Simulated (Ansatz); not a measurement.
Reaction (formal exchange of groups at the Al–O bond): `[AlH2][O][SiH2]S` + `C[SiH2][AlH][AlH2]` → `C[SiH2][Al]([AlH2])[AlH2]` + `O[SiH2]S`

Computed with Ansatz on PBE0-D4/def2-TZVP structures; ΔE is electronic, products minus reactants. CBS: MP2 limit from def2 TZ/QZ plus the TZ coupled-cluster correction, frozen cores. Functionals use def2-TZVPP. Each species was taken in one conformer, which may not be the lowest.

`[AlH2][O][SiH2]S`:

Z-matrix (Å, degrees):
```
Si
O 1 1.620
S 1 2.138 2 113.0
H 1 1.483 2 108.9 3 -121.8
H 1 1.482 2 110.4 3 115.9
Al 2 1.691 1 155.5 3 15.3
H 3 1.344 1 94.6 2 -72.5
H 6 1.577 2 117.1 1 -155.8
H 6 1.579 2 118.4 1 25.8
```

`C[SiH2][AlH][AlH2]`:

Cartesian coordinates in Å:
```
C 1.072 1.076 -1.321
Si -0.520 0.077 -1.475
Al -1.253 -0.991 0.624
Al 0.051 -0.777 2.849
H 0.957 1.881 -0.590
H 1.347 1.525 -2.277
H 1.899 0.441 -0.995
H -0.333 -0.973 -2.524
H -1.606 0.973 -1.980
H -2.603 -1.846 0.556
H 1.204 -1.803 3.257
H -0.216 0.417 3.875
```

`C[SiH2][Al]([AlH2])[AlH2]`:

Cartesian coordinates in Å:
```
C -1.548 -0.281 -2.146
Si -1.176 0.827 -0.668
Al 0.635 0.058 0.826
Al 1.889 -2.114 0.244
Al 1.130 1.522 2.885
H -0.666 -0.384 -2.783
H -1.843 -1.280 -1.815
H -2.359 0.131 -2.751
H -0.828 2.195 -1.163
H -2.424 0.992 0.141
H 1.398 -3.536 0.779
H 3.199 -2.112 -0.669
H 2.198 2.706 2.838
H 0.396 1.276 4.281
```

`O[SiH2]S`:

```xyz
7

O    -0.452    1.418    0.210
Si   -0.498   -0.201   -0.060
S     1.391   -1.158    0.195
H    -0.057    1.714    1.032
H    -1.367   -0.917    0.906
H    -0.992   -0.332   -1.447
H     1.975   -0.523   -0.836
```

```
          level  ΔE (kJ/mol)
         PBE-D4        117.1
         revPBE        114.6
CCSD/def2-TZVPP        148.0
  MP2/CBS(def2)        155.5
```

(1) What does CCSD(T)/CBS give? (Best estimate.)

Largest T1 diagnostic among the species: 0.013.

Answers

(1) The calculation gave: +145.1 kJ/mol. The listed levels differ from it by -28.0, -30.5, 2.9, 10.4 kJ/mol.

Leaving LDA and LC-ωPBE aside and taking each functional with its dispersion term where it has one, the values, not all of them listed here, spread over 41.6 kJ/mol, from PBE-D4 to CAM-B3LYP-D4. LDA lies +3.2 kJ/mol from PBE without D4. At CCSD(T), def2-SVP lies +6.1 kJ/mol from the extrapolated value and def2-TZVPP −1.2 kJ/mol. From PBE to PBE0 (25 % exact exchange), in def2-TZVPP and without D4, ΔE moves by +8.1 kJ/mol.
